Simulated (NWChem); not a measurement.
System: CH₈OSi₂; SMILES C[SiH2]O[SiH3]

Input file for NWChem:

```
start job
memory heap 200 mb stack 900 mb global 1100 mb
geometry units angstroms noautosym nocenter noautoz
  Si    -0.143446    -2.091599    -0.093177
  O     -0.354183    -0.451312    -0.056529
  Si     0.352253     1.053427    -0.101379
  C     -0.979019     2.352131     0.030922
  H      0.503786    -2.510460    -1.374228
  H      0.716641    -2.537176     1.045757
  H     -1.479498    -2.743109     0.017140
  H      1.322065     1.176068     1.032221
  H      1.109182     1.203991    -1.383956
  H     -0.536067     3.360390     0.003511
  H     -1.693163     2.267555    -0.802378
  H     -1.536591     2.247067     0.974119
end
basis spherical
  Si library 6-31g*
  O library 6-31g*
  C library 6-31g*
  H library 6-31g*
end
dft
  xc pbe0
  iterations 150
end
property
  efieldgrad
end
task dft property
```

Structure relaxed at the PBE0/def2-SVP level.

Vzz is the largest principal value of the second derivative of the potential at the nucleus (NWChem prints the opposite sign); η is the asymmetry. Non-relativistic.

Atoms are numbered as in the input.

Task: Predict the main results of this run. (PBE0/6-31G* (spherical d).) Quantities: Vzz O2 (a.u.); η O2.

Result: The vzz O2 (a.u.) comes out as 1.022 and the η O2 is 0.21.
